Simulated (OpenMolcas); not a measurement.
## 4s² 4p² along the 32-electron sequence

* Program: OpenMolcas
* Method: SS-CASPT2, IPEA 0.25 Eh, imaginary shift 0.1 Eh
* Basis: ANO-RCC-VQZP
* Scalar Hamiltonian: DKH2, point nucleus
* Spin-orbit coupling: RASSI with atomic mean-field integrals over the reference wave functions, term energies averaged over their components

Active space for each ion: 2 electrons in 3 orbitals (4p); closed shells correlated by CASPT2: 3d 4s.

Computed levels in cm-1 above ³P₀:

| Level | Ge | Se2+ | Br3+ | Kr4+ |
| --- | --- | --- | --- | --- |
| ³P₁ | 481 | 1521 | 2300 | 3330 |
| ³P₂ | 1246 | 3520 | 5070 | 6940 |
| ¹D₂ | 7800 | 12690 | 15770 | 19110 |
| ¹S₀ | 17270 | 28060 | 33550 | 39050 |
| weight of ³P in the lowest level (%) | 100 | 99 | 98 | 97 |

Measured, with the error of the calculation in %. Measured levels: Ge from NIST Handbook of Basic Atomic Spectroscopic Data; Se2+ from Moore, Atomic Energy Levels, vol. II, NSRDS-NBS 35 (1971 reprint of NBS Circular 467, 1952); Kr4+ from Saloman, J. Phys. Chem. Ref. Data 36, 215 (2007).

```csv
Level,Ge,Se2+,Kr4+
³P₁,557 (-13.7),1741 (-12.6),3743 (-11.1)
³P₂,1410 (-11.6),3937 (-10.5),7595 (-8.6)
¹D₂,7125 (+9.5),13032 (-2.6),19723 (-3.1)
¹S₀,16367 (+5.5),,39204 (-0.4)
```

The fine-structure level ³P₂ changes by a factor of 5.57 from Ge to Kr4+. Its fourth root runs 5.94, 7.70, 8.44, 9.13, with steps per unit of Z of 0.88, 0.74, 0.69; equal steps would mean a (Z - σ)^4 law with constant σ.

¹D₂ changes by a factor of 2.45 over the same range, with steps per unit of Z of +2440, +3080, +3340 cm-1.

CASPT2 does not keep the components of a term degenerate, so their means are used; among the terms shown or strongly mixed into the levels shown the widest spread is 100 cm-1 (4s² 4p² ¹D, Br3+). With the s shell closed, the reference lacks s² → p² mixing. Measured partners are found by configuration, term and J. A level has none where our copy of the source lacks it or the pairing is in doubt (some pairs that miss far off the trend of their configuration count as doubtful), and it then counts in no deviation. Levels of configurations outside the active space are missing.
